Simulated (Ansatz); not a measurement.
WO2F2⁻. Charge -1, multiplicity 2. Geometry PBE-D4/def2-SVP, that of the neutral singlet; atoms count from 1.

```tsv
atom	x (Å)	y (Å)	z (Å)
W1	0.018	-0.009	0.002
O2	-0.304	1.673	0.083
O3	-1.504	-0.758	-0.248
F4	0.693	-0.568	1.656
F5	1.097	-0.338	-1.493
```

In the def2 sets W takes a core potential; there is no spin–orbit coupling. The highest occupied level of the charge -1 doublet lies above zero (up to 1.48 eV). By energy differences its removal costs 0.69 eV (vertical, to the charge 0 singlet, at PBE0-D4/def2-TZVPD); a positive level beside a positive removal energy at the same level points to self-interaction error.

(1) Estimate the Mulliken populations from the PBE0/def2-TZVPD orbitals of Ansatz.

(2) Where does the spin sit?

(3) And the Mayer bond orders between bonded heavy atoms (over 0.3)?

Results:

(1) 
```csv
atom,charge (e),spin (α − β),d electrons
W1,1.59,0.93,3.53
O2,-0.75,0.03,–
O3,-0.75,0.03,–
F4,-0.55,0.01,–
F5,-0.55,0.01,–
```
Mulliken values and Mayer orders depend strongly on the basis. With diffuse functions, as here, like atoms can get unlike values, and bond orders can come out too low or too high.

(2) Summed by element: W 0.93, O 0.06, F 0.02, of 1 unpaired in all. Largest on single atoms: W1 0.93, O3 0.03, O2 0.03.

(3) W1–O2 1.73 (1.71 Å); W1–O3 1.73 (1.71 Å); W1–F4 0.66 (1.87 Å); W1–F5 0.66 (1.87 Å).
